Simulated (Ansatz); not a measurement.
`[NH2][GeH]([Cl])[Cl]` + HCl → `[Cl][GeH]([Cl])[Cl]` + NH₃ at 400 K and 1 bar (ligand exchange at a Ge–N bond).

Program: Ansatz. Geometries: PBE0-D4/def2-TZVP. ΔE: electronic, gas phase. CBS: MP2 limit from def2 TZ/QZ plus the TZ coupled-cluster correction, frozen cores. This one scheme is used for every species. For Ge outer-core shells are correlated without core-valence functions, which leaves a few kJ/mol of doubt a bond. Scalar relativity is left out up to krypton. One conformer a species, not always the lowest.

| species | CCSD(T)/CBS energy (Eh) | H − E (kJ/mol) | S (J/(mol·K)) |
| --- | --- | --- | --- |
| `[NH2][GeH]([Cl])[Cl]` | -3052.27661 | 125.6 | 377.3 |
| HCl | -460.38127 | 29.6 | 195.4 |
| `[Cl][GeH]([Cl])[Cl]` | -3456.16971 | 58.7 | 354.4 |
| NH₃ | -56.50880 | 104.2 | 203.1 |

H − E and S are ideal-gas, rigid-rotor, harmonic terms from PBE0-D4/def2-TZVP, for one conformer and one mirror image of each species. 1 Eh = 2625.50 kJ/mol, R = 8.31446 J/(mol·K).

By hand: ΔE, ΔH, ΔS and ΔG.

ΔE = (-3456.16971) + (-56.50880) − (-3052.27661) − (-460.38127) = -0.02063 Eh = -54.2 kJ/mol. Δ(H − E) = 58.7 + 104.2 − 125.6 − 29.6 = 7.7, so ΔH = -46.5 kJ/mol. ΔS = 354.4 + 203.1 − 377.3 − 195.4 = -15.2 J/(mol·K). ΔG = -46.5 − 400 × (-15.2)/1000 = -40.4 kJ/mol.

By hand: the equilibrium constant, and the temperature at which ΔG would vanish if ΔH and ΔS stayed fixed.

log₁₀ K = −ΔG/(RT ln 10) = 5.3. ΔG = 0 at ΔH/ΔS = 3059 K, far beyond where these terms or the molecules hold.

ΔH outweighs TΔS. A doubt of 5 kJ/mol in ΔE shifts log₁₀ K by 0.7 here. Other conformers and mirror images would add mixing entropy, several J/(mol·K) or more a flexible species. These are equilibria of isolated gas molecules and say nothing of rates. Largest T1 diagnostic: 0.010 (customary marks: 0.02 for closed shells, 0.045 for open ones).
